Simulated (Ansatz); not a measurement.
C6H10Si⁻, that is SiH(vinyl)3 with one electron more. Total charge -1; doublet. Geometry B3LYP-D4/def2-SVP, that of the neutral singlet; atoms count from 1.

```csv
atom,x (Å),y (Å),z (Å)
Si1,-0.031,0.024,0.086
H2,-0.534,0.433,1.431
C3,-1.494,-0.269,-1.053
C4,-2.772,-0.102,-0.687
H5,-1.295,-0.597,-2.084
H6,-3.046,0.223,0.324
H7,-3.607,-0.281,-1.375
C8,0.970,-1.554,0.258
C9,1.163,-2.195,1.419
H10,1.428,-1.982,-0.646
H11,0.738,-1.828,2.360
H12,1.753,-3.117,1.488
C13,1.051,1.393,-0.606
C14,1.317,2.536,0.040
H15,1.496,1.253,-1.602
H16,0.908,2.745,1.036
H17,1.954,3.319,-0.389
```

The highest occupied level of the charge -1 doublet lies above zero (up to 2.70 eV). By energy differences it is unbound by 0.52 eV (vertical, against the charge 0 singlet, at PBE-D4/def2-TZVPD) and held by the finite basis. An occupied level lies above an empty one. The gap within one spin of the charge -1 doublet nearly closes, so an electron or hole may be smeared out by delocalisation error.

Question: Estimate the Mulliken populations from the PBE/def2-TZVPD orbitals of Ansatz.

Answer: 
```json
{"atom": "Si1", "charge (e)": "-0.10", "spin (α − β)": "0.09"}
{"atom": "H2", "charge (e)": "-0.20", "spin (α − β)": "0.00"}
{"atom": "C3", "charge (e)": "-0.08", "spin (α − β)": "0.11"}
{"atom": "C4", "charge (e)": "-0.75", "spin (α − β)": "0.20"}
{"atom": "H5", "charge (e)": "0.25", "spin (α − β)": "-0.04"}
{"atom": "H6", "charge (e)": "0.19", "spin (α − β)": "-0.01"}
{"atom": "H7", "charge (e)": "0.19", "spin (α − β)": "-0.01"}
{"atom": "C8", "charge (e)": "-0.05", "spin (α − β)": "0.02"}
{"atom": "C9", "charge (e)": "-0.86", "spin (α − β)": "0.48"}
{"atom": "H10", "charge (e)": "0.23", "spin (α − β)": "-0.04"}
{"atom": "H11", "charge (e)": "0.19", "spin (α − β)": "-0.02"}
{"atom": "H12", "charge (e)": "0.20", "spin (α − β)": "-0.02"}
{"atom": "C13", "charge (e)": "-0.07", "spin (α − β)": "0.10"}
{"atom": "C14", "charge (e)": "-0.75", "spin (α − β)": "0.20"}
{"atom": "H15", "charge (e)": "0.25", "spin (α − β)": "-0.04"}
{"atom": "H16", "charge (e)": "0.19", "spin (α − β)": "-0.01"}
{"atom": "H17", "charge (e)": "0.19", "spin (α − β)": "-0.01"}
```
Mulliken values depend strongly on the basis. With diffuse functions, as here, like atoms can get unlike values, and bond orders can come out too low or too high.

Question: Where does the spin sit?

Answer: Summed by element: Si 0.09, H -0.20, C 1.12, of 1 unpaired in all. Largest on single atoms: C9 0.48, C14 0.20, C4 0.20.

Question: And the Mayer bond orders between heavy atoms (over 0.3)?

Answer: Si1–C3 1.07 (1.88 Å); Si1–C8 1.14 (1.88 Å); Si1–C13 1.07 (1.88 Å); C3–C4 1.67 (1.34 Å); C8–C9 1.54 (1.34 Å); C13–C14 1.66 (1.34 Å).
